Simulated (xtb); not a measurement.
HfFH₃, SMILES [HfH3][F], multiplicity 1. All values are semi-empirical tight-binding results from xtb (GFN2-xTB unless named), good for trends rather than for accurate numbers. Geometry optimised at GFN2-xTB. The spin state was assumed, not searched. The structure was generated by enumeration; whether it is a known compound was not checked.

Optimised geometry:

Bonds (Å): Hf1–F2 1.951, Hf1–H3 1.836, Hf1–H4 1.836, Hf1–H5 1.836. Bond angles (°): F2–Hf1–H3 103.4, F2–Hf1–H4 103.4, F2–Hf1–H5 103.4, H3–Hf1–H4 114.8, H3–Hf1–H5 114.8, H4–Hf1–H5 114.8.

For metal compounds this method's bond lengths and energies can be far off.

The point group as xtb finds it is C3v and the orbital gap is 5.40 eV. The zero-point energy is 10.1 kcal/mol. The G − E(el) at 298.15 K (modified RRHO) is -6.4 kcal/mol.

**Question.** Give the atomic charges and the Wiberg bond orders between heavy atoms. (An estimate is asked for; the answer gives what the named calculation found.)

**Answer.** charges (e) Hf1 1.09, F2 -0.50, H3 -0.20, H4 -0.20, H5 -0.20. Bond orders Hf1–F2 0.72.
